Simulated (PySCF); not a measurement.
Compound: C7H13N.
Numbering: `[CH3:1][CH2:2][CH2:3][C@@H:4]1[CH:5]=[CH:6][CH2:7][NH:8]1`

Geometry (GFN2-xTB, Å), atoms numbered from 1 in this order:
```xyz
21
C7H13N angstrom
C      3.1506   -0.2384    0.2979
C      1.8050   -0.6100   -0.3127
C      0.7782    0.5049   -0.1270
C     -0.5955    0.1323   -0.6836
C     -1.5937    1.2636   -0.6158
C     -2.7418    0.8374   -0.1219
C     -2.6546   -0.6322    0.1850
N     -1.2357   -0.9699    0.0478
H      3.0451   -0.0386    1.3623
H      3.5519    0.6540   -0.1782
H      3.8665   -1.0468    0.1714
H      1.9299   -0.8058   -1.3798
H      1.4310   -1.5267    0.1468
H      1.1291    1.4066   -0.6348
H      0.6796    0.7402    0.9374
H     -0.4755   -0.1819   -1.7330
H     -1.3492    2.2554   -0.9497
H     -3.6439    1.4005    0.0338
H     -3.2291   -1.2028   -0.5578
H     -3.0427   -0.8868    1.1739
H     -0.8142   -1.0380    0.9686
```

Definitions: NICS(0) = −σiso at the ring centroid; NICS(1) = −σiso and NICS(1)zz = −σzz at ±1 Å along the ring normal z. Level: GIAO PBE0/pcSseg-1 (PySCF, non-relativistic, gas phase) on the GFN2-xTB geometry, one conformer.

Ring bond lengths (Å), with Mayer bond orders in brackets: C4–C5 1.510 (1.01), C5–C6 1.320 (1.88), C6–C7 1.504 (1.02), C7–N8 1.465 (1.00), N8–C4 1.470 (0.99).

Problem. Give the NICS values of each ring in ppm.

Solution. 
| ring | type | NICS(0) | NICS(1), two faces | NICS(1)zz, two faces | rms pucker (Å) | centre to ring atoms, mean (Å) |
| --- | --- | --- | --- | --- | --- | --- |
| C4–C5–C6–C7–N8 | 5-membered ring with N; formal bonds 1 double, 4 single | -3.2 | -2.3 / -3.8 | -4.5 / -4.5 | 0.07 | 1.23 |

Problem. What do they say, and how far can they be read as aromaticity?

Solution. 
- C4–C5–C6–C7–N8: mean NICS(1)zz -4.5 ppm, shielded. C4, C7 have four or more neighbours, so the value isn't read as a sign of a π ring current.

Hardware: an Arm Neoverse V2 with one thread, no GPU, shared host with 96 logical CPUs at a one-minute load of 46. Cost: 40 s of wall time (with the writing of density and orbital grids), 0.92 GiB resident at most. This is the whole shielding run at PBE0/pcSseg-1, SCF included.
